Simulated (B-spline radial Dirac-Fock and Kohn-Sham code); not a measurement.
Diagram lines of Bi⁴⁶⁺

System: the Bi⁴⁶⁺ ion, [Kr] 4d1.

The run's input, task.json:

```json
{"items": [{
  "Z": 83,
  "q": 46,
  "cfg": [[1, 0, 2], [2, 0, 2], [2, 1, 6], [3, 0, 2], [3, 1, 6], [3, 2, 10], [4, 0, 2], [4, 1, 6], [4, 2, 1]],
  "A": 209,
  "rrms": 5.5211,
  "do": ["binding"]
}]}
```

Launch: `python xray_run.py task.json out`

Level of theory: relaxed Dirac-Fock hole states (ΔSCF) with Breit and QED corrections and a finite nucleus; a radial B-spline solver. A line energy is the difference of two single-hole energies; the list is a selection of electric-dipole transitions between resolved j subshells. No correlation.

```
 line  energy (eV)  wavelength (Å)
 K-N3      90279.5         0.13733
 K-N2      90107.8         0.13760
 K-M3      87442.4         0.14179
 K-M2      86905.5         0.14267
 K-L3      77106.7         0.16080
 K-L2      74811.0         0.16573
L1-N3      16147.3         0.76783
L1-N2      15975.6         0.77608
L2-N1      15156.8         0.81801
L1-M3      13310.2         0.93150
L2-M4      13105.4         0.94605
L3-N1      12861.0         0.96403
L1-M2      12773.2         0.97066
L2-M1      11797.0          1.0510
L3-M5      10922.2          1.1352
L3-M4      10809.7          1.1470
L3-M1       9501.2          1.3049
M5-N3       2250.6          5.5090
M4-N2       2191.4          5.6576
```

Values without a named source are computed, but for edge energies of neutral atoms, which are taken from tables.
